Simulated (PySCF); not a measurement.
Species: CH11NS2Si4.
Geometry (GFN2-xTB, Å), atoms numbered from 1 in this order:
```xyz
19
CH11NS2Si4 angstrom
C      2.8504   -1.5950    0.7790
S      1.0533   -1.8363    0.8507
Si     0.4486   -0.4444   -0.6954
Si     0.4927    1.8390   -0.2176
N      1.1365    2.6837   -1.5690
S     -1.6696    1.9368   -0.4680
Si    -1.8913   -0.2377   -0.7539
Si    -3.3680   -1.1290    0.8004
H      3.2106   -1.8296   -0.2184
H      3.2892   -2.2755    1.5013
H      3.0918   -0.5683    1.0399
H      1.2544   -0.8820   -1.8508
H      0.7763    2.4284    1.0946
H      0.6305    3.4822   -1.9183
H      2.1284    2.8359   -1.6474
H     -2.3612   -0.3251   -2.1430
H     -4.4583   -0.2259    1.1709
H     -2.6583   -1.5085    2.0226
H     -3.9656   -2.3396    0.2301
```

Computed at PBE0/pcSseg-1 (PySCF, non-relativistic), with Q(33S) = −0.0678 b, Q(14N) = 0.02044 b: S2, 33S (I = 3/2): χzz = 37.40 MHz, η = 0.823; N5, 14N (I = 1): χzz = -4.554 MHz, η = 0.277; S6, 33S (I = 3/2): χzz = 24.47 MHz, η = 0.828.

(1) Where would the pure quadrupole (NQR) lines of 33S at S2 fall for the rigid, isolated species?

(2) Find the zero-field quadrupole resonance frequencies of 14N at N5.

(3) Where would the pure quadrupole (NQR) lines of 33S at S6 fall for the rigid, isolated species?

## Answers

(1) From ν = (|χ|/2)√(1 + η²/3): ν = 20.70 MHz (sulfur bonded to C and Si).

(2) From ν± = (3/4)|χ|(1 ± η/3) and ν0 = |χ|η/2: ν+ 3.731 MHz, ν− 3.100 MHz, ν0 0.630 MHz (silicon-bound nitrogen).

(3) From ν = (|χ|/2)√(1 + η²/3): ν = 13.56 MHz (sulfur bonded to 2 Si).

In a crystal, neighbours and librations shift these lines. GFN2-xTB bond lengths can be off by several hundredths of an ångström, more for odd bonds, and the gradients follow them. A larger basis could move these couplings by a tenth or more.

These values come from a run that also computed NMR shieldings. Hardware: Arm Neoverse V1, one thread, shared host with 32 logical CPUs at a one-minute load of 23. Cost: 1.8 min (grids of density and orbitals included), 1.1 GiB resident at most.

One conformer stands for the species.
